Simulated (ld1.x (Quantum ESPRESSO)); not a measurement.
# platinum: one change to a PAW potential, before and after

* Element: platinum
* Generator: ld1.x (Quantum ESPRESSO) 7.5
* Type: PAW
* Functional: Wu–Cohen
* Relativity: scalar-relativistic
* Frozen core: [Xe] 4f14
* Valence charge: 10
* Reference configuration: 5d8.5 6s0 6p0 (charge +1.5)
* Partial waves: 6s (bound, empty): rcut 1.85, rcutus 2.15 bohr; 6s channel at -0.55 Ry: rcut 1.85, rcutus 2.15 bohr; 6p (bound, empty): rcut 1.80, rcutus 2.50 bohr; 6p channel at -0.35 Ry: rcut 1.80, rcutus 2.50 bohr; 5d (bound): rcut 2.35, rcutus 2.50 bohr; 5d channel at 2.75 Ry: rcut 2.35, rcutus 2.50 bohr
* Local potential: all-electron potential smoothed inside 1.75 bohr (lloc = -2)
* Core correction: Bessel-smoothed model core, default radius (core density twice the valence density)
* Augmentation charge: GAUSS, radius 1.35 bohr

All-electron outer shells of the reference configuration (Wu–Cohen, scalar-relativistic, ld1.x):

```
shell  level (eV)  outermost node (bohr)  outermost maximum (bohr)
   5p      -70.40                   0.53                      0.98
   5d      -19.94                   0.57                      1.26
   6s      -17.39                   1.14                      2.24
   6p      -10.24                   1.34                      2.87
```

Change: local potential all-electron potential smoothed inside 2.10 bohr (lloc = -1).

Cutoffs: the cutoffs (Ry, on a coarse ladder) from which the occupation-weighted sum of valence levels, in a spherical-Bessel basis at the reference potential, stays within 10 and 1 mRy of its value at 400 Ry; they do not see the model core or the augmentation charge, which bear on the density cutoff. Errors are all-electron minus pseudo energies relative to the spin-unpolarised reference configuration.

Question: How do hardness, ghosts and transferability respond?

Answer: The potential gets neither clearly harder nor softer (18 Ry and 30 Ry → 18 Ry and 30 Ry); a bound ghost appears in s, which as a rule spoils a file; of the 7 tests that both files solve, the error grows in 4 and shrinks in 2 by more than 15 % and 0.3 meV (median size 3.9 → 4.6 meV); the range in which the p phases agree widens (upper end 0.2 → 4.3); the range in which the d phases agree narrows (upper end at the end of the scan → 1.3). A state that the projectors do not describe sees the local part alone, so a deeper or shallower local part can create or remove a ghost.

```csv
quantity,base,changed
"cutoff, loose",18 Ry,18 Ry
"cutoff, tight",30 Ry,30 Ry
bound ghosts,none,s
"error for 5d9 6s1 6p0, meV [ΔE -17.78 eV]",-0.4,-4.6
"error for 5d9 6s0 6p0, meV [ΔE -8.55 eV]",-3.9,-2.9
"error for 5d8 6s0 6p0, meV [ΔE 11.45 eV]",-10,-9.2
"error for 5d8 6s1 6p1, meV [ΔE -11.13 eV]",-8.4,-11
"error for 5d9 6s0 6p1, meV [ΔE -12.60 eV]",+0.5,+1.0
"error for 5d9.5 6s0.5 6p0, meV [ΔE -17.90 eV]",-6.2,-3.6
"error for 5d9 6s0.5 6p0, meV [ΔE -14.07 eV]",-1.3,-45
s: phases at 2.68 bohr within 0.05 rad from the reference energy up to (Ry; the scan ends near 5),to the end of the scan,3.9
p: phases at 2.68 bohr within 0.05 rad from the reference energy up to (Ry; the scan ends near 5),0.2,4.3
d: phases at 2.68 bohr within 0.05 rad from the reference energy up to (Ry; the scan ends near 5),to the end of the scan,1.3
lowest overlap eigenvalue by channel,"s 0.52, p 0.58, d 0.76","s 0.50, p 0.57, d 0.75"
```

 A true bound ghost makes a file unfit for plane-wave use even where its test errors are small: the radial tests pick states by their node count and pass the ghost by.
